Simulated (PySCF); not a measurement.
Stationary points of LuO₂⁻

Computed with B3LYP/[Lu def2-SVP with ECP28, O def2-SVP], scalar-relativistic core potentials, density fitting, no spin–orbit coupling, PySCF.

Relaxations began from a few typed shapes. The search is not exhaustive: other isomers or separated fragments can lie lower, and high-lying points may rest on an excited occupation.

Q: Which is the lowest minimum found?
A. singlet C2v: Lu–O 2.004 Å (×2), O–O 1.504 Å; Lu–O–O 68.0° (×2), O–Lu–O 44.1°
B. singlet C2v: Lu–O 1.894 Å (×2); O–Lu–O 110.1°

A: B. The others lie at 95.7 (singlet C2v) kJ/mol above it.

For the lowest minimum: the highest occupied level lies above zero, a sign of self-interaction error or too small a basis; response properties are unreliable. The lowest empty level of this anion is unbound, so it and the gap depend on the basis. The small gap makes a closed-shell description doubtful. The basis has no diffuse functions, which an anion would want.
